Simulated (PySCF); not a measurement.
SMILES CC(C)[SiH2]O[SiH3] (C3H12OSi2) (GFN2-xTB optimised geometry):

```
18

C      0.851    -1.142     1.182
C      1.377    -0.328     0.000
C      2.904    -0.328     0.000
Si     0.684     1.450     0.000
O     -0.936     1.415    -0.009
Si    -2.453     0.895     0.216
H      1.181    -0.707     2.123
H      1.214    -2.169     1.136
H     -0.238    -1.163     1.179
H      1.046    -0.830    -0.917
H      3.285     0.145     0.903
H      3.292    -1.345    -0.039
H      3.290     0.219    -0.857
H      1.047     2.164    -1.224
H      1.073     2.169     1.215
H     -2.635    -0.322    -0.576
H     -3.292     1.995    -0.251
H     -2.631     0.621     1.642
```

Computed with B3LYP/def2-SVP run with PySCF.

Q: What are the frontier orbital energies and the dipole moment?

A: HOMO-2 -8.89 eV, HOMO-1 -8.08 eV, HOMO -7.51 eV, LUMO 0.41 eV, LUMO+1 1.16 eV; dipole moment 0.91 D.

Meta-Löwdin charges at B3LYP/def2-SVP: C1 -0.28, C2 -0.28, C3 -0.28, Si4 0.89, O5 -0.81, Si6 0.79, H7 0.09, H8 0.09, H9 0.09, H10 0.09, H11 0.09, H12 0.09, H13 0.09, H14 -0.14, H15 -0.14, H16 -0.13, H17 -0.12, H18 -0.13.
